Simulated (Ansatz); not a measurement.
FGeH5O2Si, SMILES `[OH][GeH2][SiH](O)F`, charge 0, multiplicity 1.

Question: Give a relaxed structure at PBE0-D4/def2-TZVP (Ansatz 0.2.0). (Estimate.)

Answer: Ansatz gave: 
Z-matrix (Å, degrees):
```
Ge
Si 1 2.381
O 1 1.791 2 103.2
H 1 1.545 2 112.8 3 117.7
H 1 1.544 2 113.4 3 -118.6
F 2 1.602 1 108.1 3 -163.0
O 2 1.633 1 107.1 3 78.2
H 2 1.485 1 114.5 3 -45.4
H 3 0.959 1 112.7 2 -178.1
H 7 0.959 2 119.0 1 -163.1
```
This is one stationary point; other conformers may exist.
